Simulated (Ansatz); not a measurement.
Z-matrix (Å, degrees):
```
C
O 1 1.413
H 1 1.093 2 111.6
H 1 1.091 2 108.9 3 -120.7
H 1 1.091 2 108.9 3 120.7
B 2 1.339 1 121.8 3 -0.2
F 6 1.325 2 117.6 1 180.0
H 6 1.199 2 123.0 1 -0.0
```

Charge 0, multiplicity 1.

(1) List the r2SCAN/def2-TZVPP orbital energies in eV (the Gaussian-basis code of Ansatz). (An estimate is asked.)

## Answers

(1) Computed: Occupied: -666.21, -516.59, -274.72, -182.02, -31.69, -27.69, -18.51, -14.24, -12.94, -12.55, -12.09, -11.04, -10.70, -9.38, -8.16, -8.07. Lowest empty: -0.19, 1.37, 1.76, 2.67, 2.88, 3.34, 3.75, 4.36.
